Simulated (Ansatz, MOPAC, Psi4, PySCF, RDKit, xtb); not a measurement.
Two geometries of SMILES C(#N)c1cccc(C=C)c1, relaxed at B3LYP-D3(BJ)/def2-SVP with one dihedral held; other torsions can differ between them too.

Structure A

```
17

C      2.7660    -1.0230    -0.0478
C      2.1375     0.1009     0.3079
C      0.6719     0.3137     0.1684
C     -0.1655     0.2712     1.2965
C     -1.5470     0.4265     1.1668
C     -2.1231     0.6232    -0.0875
C     -1.2974     0.6599    -1.2243
C     -1.8751     0.8560    -2.5240
N     -2.3423     1.0139    -3.5750
C      0.0940     0.5020    -1.0926
H      3.8430    -1.1451     0.0957
H      2.2236    -1.8578    -0.5025
H      2.7066     0.9069     0.7894
H      0.2754     0.1095     2.2830
H     -2.1832     0.3873     2.0537
H     -3.2018     0.7456    -0.1968
H      0.7272     0.5287    -1.9808
```

Structure B

```
17

C     -2.7994    -1.0114    -0.0115
C     -2.1181     0.0897     0.3284
C     -0.6564     0.2534     0.1888
C      0.0198    -0.1401    -0.9803
C      1.4002     0.0289    -1.1024
C      2.1343     0.6107    -0.0703
C      1.4687     1.0351     1.0942
C      2.2071     1.6504     2.1612
N      2.8035     2.1484     3.0237
C      0.0800     0.8653     1.2137
H     -3.8796    -1.0781     0.1398
H     -2.3020    -1.8808    -0.4523
H     -2.6473     0.9148     0.8196
H     -0.5518    -0.5739    -1.8035
H      1.9072    -0.2845    -2.0176
H      3.2126     0.7512    -0.1587
H     -0.4248     1.2042     2.1204
```

### Question
Which is lower in energy at the level Ansatz (a first-principles code) with CCSD(T) on RHF/cc-pVDZ, frozen core // B3LYP-D3(BJ)/def2-SVP, and by how much?

### Answer
B is lower, by 7.61 kJ/mol (dihedral C1–C2–C3–C4: 105° in A, 45° in B).

E(B) − E(A) in kJ/mol at the other levels, on the same two geometries: MMFF94 // B3LYP-D3(BJ)/def2-SVP (RDKit) -4.06; B3LYP/def2-TZVP // B3LYP-D3(BJ)/def2-SVP (Psi4) -9.47; B3LYP-D3(BJ)/def2-TZVP // B3LYP-D3(BJ)/def2-SVP (Psi4) -9.71; PBE/def2-TZVP // B3LYP-D3(BJ)/def2-SVP (Psi4) -10.23; PBE-D3(BJ)/def2-TZVP // B3LYP-D3(BJ)/def2-SVP (Psi4) -10.33; wB97X-D/def2-TZVP // B3LYP-D3(BJ)/def2-SVP (Psi4) -7.82; RHF/cc-pVDZ // B3LYP-D3(BJ)/def2-SVP (Ansatz) -7.20; MP2 on RHF/cc-pVDZ, frozen core // B3LYP-D3(BJ)/def2-SVP (Ansatz) -8.18; CCSD on RHF/cc-pVDZ, frozen core // B3LYP-D3(BJ)/def2-SVP (Ansatz) -7.09; RHF/cc-pVTZ // B3LYP-D3(BJ)/def2-SVP (Ansatz) -7.30; MP2 on RHF/cc-pVTZ, frozen core // B3LYP-D3(BJ)/def2-SVP (Ansatz) -8.76; UFF // B3LYP-D3(BJ)/def2-SVP (RDKit) -14.38; AM1, restricted, heats of formation // B3LYP-D3(BJ)/def2-SVP (MOPAC) -4.57; PM7, restricted, heats of formation // B3LYP-D3(BJ)/def2-SVP (MOPAC) -1.65; GFN1-xTB // B3LYP-D3(BJ)/def2-SVP (xtb) -7.44; restricted B3LYP/6-31G*, spherical d, density fitting // B3LYP-D3(BJ)/def2-SVP (PySCF) -10.18; restricted B3LYP/LANL2DZ, density fitting // B3LYP-D3(BJ)/def2-SVP (PySCF) -11.52; restricted MP2 (frozen core)/3-21G // B3LYP-D3(BJ)/def2-SVP (PySCF) -3.95; restricted LDA (SVWN5)/6-31G*, spherical d, density fitting // B3LYP-D3(BJ)/def2-SVP (PySCF) -12.54.
